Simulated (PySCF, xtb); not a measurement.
dimethylboranyl formate (C3H7BO2), SMILES O(C=O)B(C)C.

Geometry optimised at B3LYP-D3(BJ)/def2-SVP. One conformer was computed; it need not be the lowest.

Method: IEF-PCM-PBE0/def2-SVP run with PySCF 2.14.0.

The values are the electrostatic part of the solvation free energy, E(continuum) − E(gas) at the gas-phase geometry, in a cavity of scaled van der Waals radii (PySCF's table); cavitation and dispersion terms are not included. In vacuum the orbital gap is 7.42 eV. The dipole moment in vacuum is 1.53 D.

Computed values in water (ε = 78.36), diethylether (ε = 4.24), toluene (ε = 2.37):
```
solvent           ε  ΔG(elec) (kcal/mol)  dipole (D)  gap (eV)
------------  -----  -------------------  ----------  --------
water         78.36                 -3.8        1.93      7.51
diethylether   4.24                 -2.6        1.80      7.48
toluene        2.37                 -1.8        1.71      7.46
```

For comparison, GFN2-xTB/ALPB(water) (xtb, at the GFN2-xTB geometry, all terms of that model) gives -1.9 kcal/mol.
